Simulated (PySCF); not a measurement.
A calculated (LDA, PySCF 2.14, dyall-acv3z, no relativity, point nucleus) atom or ion has these occupied shells.

```csv
shell,electrons,orbital energy (eV),"rms radius, mean of both spins (bohr)"
1s α,1,-2095.3,0.121
1s β,1,-2095.2,0.121
2s α,1,-197.06,0.571
2s β,1,-196.96,0.571
2p α,3,-149.45,0.544
2p β,3,-149.26,0.544
3s β,1,-33.946,1.86
3p α,2,-25.383,2.10
```

**Question.** Name the element and its charge.

**Answer.** P²⁺ (phosphorus, charge +2), in [Ne] 3s1 3p2, 3s spin antiparallel (an excited configuration).
